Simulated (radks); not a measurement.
Ru, 44 electrons, occupied as [Kr] 4d7 5s1 (the NIST ground configuration). All-electron calculation, scalar-relativistic Kohn-Sham, PBE, spin-polarised, spherical densities, point nucleus; open shells are filled with parallel spins first (spin-orbit coupling, left out, can overturn this in heavy ions); hard spherical wall at 6 bohr. Program: a radial shooting solver on a logarithmic mesh with Libxc functionals.

Unscreened Slater integrals over Kohn-Sham orbitals (hartree). They are taken over the spin-up orbitals. Empty in this configuration: 5p.

\begin{tabular}{lr}
integral & value \\ \hline
F0(5s,5s) & 0.30668 \\
F0(5s,4d) & 0.36165 \\
G2(5s,4d) & 0.078741 \\
F0(5s,4p) & 0.38115 \\
G1(5s,4p) & 0.023728 \\
F0(5s,4s) & 0.38458 \\
G0(5s,4s) & 0.015060 \\
F0(5s,5p) & 0.28678 \\
G1(5s,5p) & 0.19613 \\
F0(4d,4d) & 0.54550 \\
F2(4d,4d) & 0.26390 \\
F4(4d,4d) & 0.16958 \\
F0(4d,4p) & 0.64005 \\
F2(4d,4p) & 0.30138 \\
G1(4d,4p) & 0.37135 \\
G3(4d,4p) & 0.22463 \\
F0(4d,4s) & 0.66042 \\
G2(4d,4s) & 0.26378 \\
F0(4d,5p) & 0.32374 \\
F2(4d,5p) & 0.10501 \\
G1(4d,5p) & 0.058011 \\
G3(4d,5p) & 0.044832 \\
F0(4p,4p) & 0.79634 \\
F2(4p,4p) & 0.41722 \\
F0(4p,4s) & 0.83523 \\
G1(4p,4s) & 0.56543 \\
F0(4p,5p) & 0.33728 \\
F2(4p,5p) & 0.070290 \\
G0(4p,5p) & 0.014052 \\
G2(4p,5p) & 0.017622 \\
F0(4s,4s) & 0.88099 \\
F0(4s,5p) & 0.33991 \\
G1(4s,5p) & 0.019594 \\
F0(5p,5p) & 0.27235 \\
F2(5p,5p) & 0.15690 \\
\end{tabular}

Derived for the open shells (J is the average intra-shell exchange parameter used in DFT+U). 4d: Racah B = F2/49 - 5 F4/441 = 0.003463 hartree, C = 35 F4/441 = 0.01346 hartree, C/B = 3.89, F4/F2 = 0.643, J = (F2 + F4)/14 = 0.03096 hartree.
